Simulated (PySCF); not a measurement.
# PmO at UHF

Level: UHF. PySCF, spin-free X2C with a Gaussian nucleus, basis sets Pm x2c-TZVPall, O x2c-TZVPall.

```json
{
  "state": "sextet, about 4.2 electrons in the 4f shell (Mulliken), real f orbitals that mix terms",
  "bond length": "1.799 Å",
  "harmonic wavenumber": "871 cm⁻¹",
  "force constant": "6.44 mdyn/Å",
  "rotational constant Be": "0.3616 cm⁻¹",
  "anharmonicity ωexe": "2.14 cm⁻¹",
  "vibration–rotation constant αe": "0.00121 cm⁻¹",
  "bond order (Mayer)": "1.91",
  "dipole moment (positive dipole means Pm(−)O(+))": "-3.87 D"
}
```

Spin–orbit coupling is left out, which matters for elements this heavy, above all for dissociation energies. Hartree–Fock leaves out correlation, which carries a large part of most bond energies and some tenths to 1 eV of ionisation energies. With d or f electrons several states lie close, and the lowest PBE0 determinant need not be the measured ground state.
